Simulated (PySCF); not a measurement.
**Excitation energy of Fe⁺ by level of theory**

Fe⁺ [Ar] 3d6 4s1 (6D) → Fe⁺ [Ar] 3d5 4s1 5s1 (8S), as a difference of total energies. Computed with PySCF 2.14 in aug-cc-pVTZ, with the non-relativistic Hamiltonian (point nucleus). Correlated levels: valence: [Ar] frozen. The calculations carry no spin-orbit coupling.

```csv
method,excitation energy (eV)
UHF,11.002
MP2 (valence),12.619
SCS-MP2 (valence),12.945
CCSD (valence),12.499
CCSD(T) (valence),12.565
```

Problem. How much does correlation contribute at CCSD(T) (valence)?

Solution. 12.565 − (11.002) = 1.563 eV, measured against UHF.

The promoted electron is Rydberg-like, and one or two diffuse shells describe it only roughly, which tends to raise the upper state.
